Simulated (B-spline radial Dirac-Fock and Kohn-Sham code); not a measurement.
**W 4d3/2: cross section and angular parameters**

System: neutral tungsten, configuration [Xe] 4f14 5d4 6s2; threshold 255.9 eV (tabulated edge). Calculated with a radial atomic solver, using Dirac-Hartree-Slater photoionisation with a Latter tail; cross sections with all multipoles, angular parameters from the dipole term and its interference with E2.

For linearly polarised light dσ/dΩ = σ/(4π) [1 + β P₂(cos θ) + (δ + γ cos²θ) sin θ cos φ], with θ from the polarisation vector and φ the angle between the beam and the projection of the electron momentum on the plane normal to the polarisation.

```csv
hν (eV),σ (kb),β,γ,δ
382,160,-0.970,-0.269,0.154
400,176,-0.878,-0.251,0.164
501,236,-0.200,0.010,0.132
600,248,0.241,0.148,0.081
960,176,0.916,0.072,0.008
1253.6,121,1.125,-0.020,0.004
1290,116,1.143,-0.027,0.005
1890,57.0,1.309,-0.023,0.018
1910,55.8,1.312,-0.020,0.019
2000,50.7,1.325,-0.007,0.021
2460,32.1,1.365,0.082,0.031
2690,26.0,1.374,0.136,0.036
2910,21.5,1.379,0.189,0.041
4000,9.54,1.370,0.464,0.061
5414.7,4.12,1.325,0.789,0.087
8047.8,1.26,1.221,1.264,0.134
8430,?,?,?,?
9940,0.644,1.152,1.526,0.168
10700,0.507,1.126,1.618,0.182
12700,0.288,1.062,1.831,0.219
```

**Question.** Give the values at 8430 eV.

**Answer.** σ = 1.09 kb, β = 1.207, γ = 1.321, δ = 0.141.
